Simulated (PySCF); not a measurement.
Partial charges of `CC(=O)N[SiH2]CC[SiH3]`

C4H13NOSi2.
Z-matrix (Å and degrees, GFN2-xTB geometry), rows numbered from 1:
```
C 
C   1  1.5086
O   2  1.2147  1  124.20
N   2  1.3473  1  116.98  3  -179.86
Si  4  1.7569  2  113.69  1   179.84
C   5  1.9002  4  102.55  2   178.48
C   6  1.5269  5  113.71  4  -178.14
Si  7  1.9007  6  115.04  5   -70.05
H   1  1.0860  2  109.75  3    -2.38
H   1  1.0885  2  109.59  3   117.69
H   1  1.0884  2  109.94  3  -122.98
H   4  1.0068  2  119.42  1    -0.03
H   5  1.4593  4  108.12  2   -62.48
H   5  1.4615  4  108.47  2    61.54
H   6  1.0924  5  110.53  4    59.10
H   6  1.0950  5  108.83  4   -57.00
H   7  1.0916  6  108.96  5    53.21
H   7  1.0943  6  108.84  5   168.38
H   8  1.4658  7  109.50  6   -47.12
H   8  1.4665  7  108.33  6  -165.57
H   8  1.4620  7  110.85  6    74.44
```

Density: PBE0/pcSseg-1 (PySCF); schemes: Mulliken, IAO, Hirshfeld and ESP-fitted. The structure is a single GFN2-xTB conformer in the gas phase; no vibrational or solvent corrections.

Problem. Do the Mulliken, IAO, Hirshfeld and ESP-fitted schemes agree on where the charge is highest?

Solution. The schemes don't all agree: Mulliken Si5 (+0.786); IAO Si5 (+0.890); Hirshfeld Si5 (+0.365); ESP-fitted C2 (+0.885).

Problem. For which atoms does the sign change between the 4 schemes (beyond +0.03 e in one, beyond −0.03 e in another)?

Solution. For none.

Problem. Give the atomic charges in each scheme.

Solution. In e:

| atom | environment | Mulliken | IAO | Hirshfeld | ESP-fitted |
| --- | --- | --- | --- | --- | --- |
| C1 | methyl carbon next to a carbonyl | -0.248 | -0.478 | -0.121 | -0.653 |
| C2 | amide carbonyl carbon | +0.356 | +0.447 | +0.181 | +0.885 |
| O3 | amide oxygen | -0.443 | -0.492 | -0.268 | -0.591 |
| N4 | amide nitrogen | -0.624 | -0.615 | -0.205 | -0.825 |
| Si5 | SiH2 silicon | +0.786 | +0.890 | +0.365 | +0.606 |
| C6 | sp3 carbon bound to silicon | -0.558 | -0.544 | -0.164 | -0.278 |
| C7 | sp3 carbon bound to silicon | -0.531 | -0.526 | -0.155 | -0.235 |
| Si8 | SiH3 silicon | +0.477 | +0.593 | +0.312 | +0.372 |
| H9 | methyl hydrogen | +0.145 | +0.173 | +0.056 | +0.178 |
| H10 | methyl hydrogen | +0.137 | +0.161 | +0.053 | +0.173 |
| H11 | methyl hydrogen | +0.134 | +0.159 | +0.052 | +0.172 |
| H12 | amide N–H hydrogen | +0.189 | +0.270 | +0.132 | +0.363 |
| H13 | Si–H hydrogen | -0.072 | -0.126 | -0.076 | -0.096 |
| H14 | Si–H hydrogen | -0.079 | -0.127 | -0.077 | -0.096 |
| H15 | methylene hydrogen | +0.138 | +0.138 | +0.034 | +0.088 |
| H16 | methylene hydrogen | +0.141 | +0.143 | +0.037 | +0.087 |
| H17 | methylene hydrogen | +0.145 | +0.143 | +0.038 | +0.071 |
| H18 | methylene hydrogen | +0.148 | +0.147 | +0.040 | +0.091 |
| H19 | Si–H hydrogen | -0.086 | -0.122 | -0.079 | -0.101 |
| H20 | Si–H hydrogen | -0.086 | -0.117 | -0.080 | -0.112 |
| H21 | Si–H hydrogen | -0.071 | -0.118 | -0.075 | -0.099 |

Mean size of the charges over all atoms: IAO 0.311 e, ESP-fitted 0.294 e, Mulliken 0.266 e, Hirshfeld 0.124 e. Each set sums to the total charge, 0, to within 0.001 e. The Mulliken scheme gives each basis function's population to the atom it is centred on and halves the overlap population of two atoms between them.

Problem. Sum the charges by element, for elements with more than one atom.

Solution. 
```json
{"element": "C", "atoms": "4", "Mulliken": "-0.980", "IAO": "-1.102", "Hirshfeld": "-0.259", "ESP-fitted": "-0.281"}
{"element": "Si", "atoms": "2", "Mulliken": "+1.264", "IAO": "+1.483", "Hirshfeld": "+0.677", "ESP-fitted": "+0.978"}
{"element": "H", "atoms": "13", "Mulliken": "+0.784", "IAO": "+0.725", "Hirshfeld": "+0.055", "ESP-fitted": "+0.720"}
```

Problem. How closely do the schemes follow one another over all atoms?

Solution. Correlation coefficient and root-mean-square difference: Mulliken with IAO 0.99, 0.071 e; IAO with Hirshfeld 0.97, 0.235 e; Mulliken with Hirshfeld 0.95, 0.198 e; IAO with ESP-fitted 0.91, 0.167 e; Hirshfeld with ESP-fitted 0.88, 0.263 e; Mulliken with ESP-fitted 0.87, 0.191 e.

Problem. How many electrons does the Mulliken scheme count on C2?

Solution. Z − q = 6 − (+0.356) = 5.644.
